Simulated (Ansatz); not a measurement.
C2H6F2OSi (`OC(F)([SiH3])CF`), relaxed with RKS PBE-D4/def2-SVP in Ansatz from a rough embedded geometry. The force threshold is 0.03 eV/Å; the program also tests the step.

Charge 0, multiplicity 1.

Start:

```xyz
12

O    -1.201    0.184    1.237
C    -0.076   -0.070    0.472
F     0.777   -0.601    1.364
Si   -0.256   -1.338   -0.943
C     0.530    1.242   -0.056
F     0.734    2.097    1.026
H    -0.830    0.662    2.046
H    -1.221   -0.789   -1.958
H    -0.833   -2.629   -0.377
H     0.973   -1.598   -1.595
H    -0.134    1.754   -0.712
H     1.536    1.086   -0.503
```

```csv
step,energy (eV),largest force (eV/Å),largest move (Å)
1,-17505.2137,2.323,0.000
2,-17505.6151,0.850,0.127
3,-17505.7005,0.702,0.131
4 (rejected),-17505.6460,2.443,0.175
5,-17505.7295,0.198,0.084
6,-17505.7344,0.078,0.055
7,-17505.7362,0.051,0.069
8,-17505.7366,0.035,0.018
9,-17505.7367,0.023,0.010
```

End:

```xyz
12

O    -1.130    0.080    1.220
C     0.022   -0.094    0.479
F     1.025   -0.719    1.275
Si   -0.352   -1.351   -0.942
C     0.587    1.254    0.037
F     0.506    2.141    1.113
H    -0.978    0.876    1.779
H    -1.412   -0.801   -1.856
H    -0.815   -2.625   -0.306
H     0.911   -1.582   -1.722
H    -0.012    1.670   -0.803
H     1.648    1.152   -0.273
```

Hardware: 4 threads of an Arm Neoverse V2 on a shared host. Wall time 14 s, peak host memory 0.16 GiB.
